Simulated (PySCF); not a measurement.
A structure optimised at PBE-D3(BJ)/def2-SVP, used in a PySCF frequency run:

```xyz
10

Ta    -0.0355    -0.0148     0.0000
O     -1.7623     0.2179     0.0000
O      0.5312    -1.8679     0.0000
H      0.0347    -2.7026     0.0000
N      0.6433     0.8778    -1.6570
H      0.0764     1.4398    -2.2993
H      1.6234     0.9055    -1.9578
N      0.6433     0.8778     1.6570
H      0.0764     1.4398     2.2993
H      1.6234     0.9055     1.9578
```
Charge 0, spin multiplicity 1.

Problem. Write its SMILES, formula and point group.

Solution. [NH2][Ta]([NH2])(=[O])[OH], H5N2O2Ta, Cs

Problem. What are its rotational constants (standard atomic weights)?

Solution. 3.1074, 3.0424, 2.7006 GHz
